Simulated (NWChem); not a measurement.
Species: CH$_{5}$NOSi$_{2}$; SMILES [SiH2](N=C=O)[SiH3]

```xyz
10

O      0.6071    -3.2302     0.0033
C      0.1218    -2.1675    -0.0009
N     -0.3831    -1.0825    -0.0060
Si    -0.9895     0.5340    -0.0005
Si     0.8171     2.0347     0.0006
H     -1.8421     0.7250    -1.2113
H     -1.8381     0.7190     1.2141
H      1.6530     1.8218    -1.2197
H      1.6581     1.8137     1.2160
H      0.3044     3.4395     0.0063
```
Atoms are numbered in this order, from 1.

Computed with NWChem. All runs use the structure optimised with PBE0/def2-SVP. Vzz is the largest principal value of the second derivative of the potential at the nucleus (NWChem prints the opposite sign); η is the asymmetry. Non-relativistic.

Predict the results for PBE0/def2-SVP. Quantities: Vzz O1 (a.u.); η O1; Vzz N3 (a.u.); η N3.

The vzz O1 (a.u.) comes out as 0.717. The η O1 is 0.02 and the vzz N3 (a.u.) comes out as 0.494. The η N3 is 0.04.
